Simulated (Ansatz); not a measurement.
Born–Oppenheimer molecular dynamics of CH5ClSn (8 atoms, charge 0, multiplicity 1). It starts from a relaxed structure.

The calculation used Ansatz, RKS LDA/def2-SVP.

```json
{"ensemble": "NVT, Nosé–Hoover chain", "time step": "0.5 fs", "steps asked": "150", "set temperature": "500 K", "thermostat": "time constant 20 fs, chain length 5", "seed": "648213"}
```

First frame:

```xyz
8
Properties=species:S:1:pos:R:3
Sn 0.034 -0.059 0.022
C -0.005 0.006 2.147
H -1.018 -0.260 2.509
H 0.736 -0.710 2.557
H 0.249 1.032 2.479
H 1.623 0.058 -0.624
Cl -1.100 1.869 -0.706
H -0.833 -1.390 -0.633
```

Q: How far do the bonds stretch over the last three quarters of this one trajectory? (Pairs bonded in most of those frames.)

A: 
| bond | mean (Å) | spread (Å) | shortest | longest |
| --- | --- | --- | --- | --- |
| Sn1–C2 | 2.133 | 0.017 | 2.10 | 2.15 |
| Sn1–H6 | 1.736 | 0.073 | 1.63 | 1.85 |
| Sn1–Cl7 | 2.356 | 0.008 | 2.34 | 2.37 |
| Sn1–H8 | 1.723 | 0.016 | 1.69 | 1.75 |
| C2–H3 | 1.114 | 0.037 | 1.05 | 1.18 |
| C2–H4 | 1.118 | 0.045 | 1.05 | 1.19 |
| C2–H5 | 1.118 | 0.049 | 1.04 | 1.19 |

Mean temperature of the second half: 502 K. The conserved energy stayed within 0.61 meV per atom of its start (net change 0.56 meV per atom), so the integration is sound. A run of 0.075 ps of so small a system gives no equilibrium averages.

Run time: 3 min on 1 thread of Arm Neoverse V2 (shared host), peak memory 0.13 GiB.
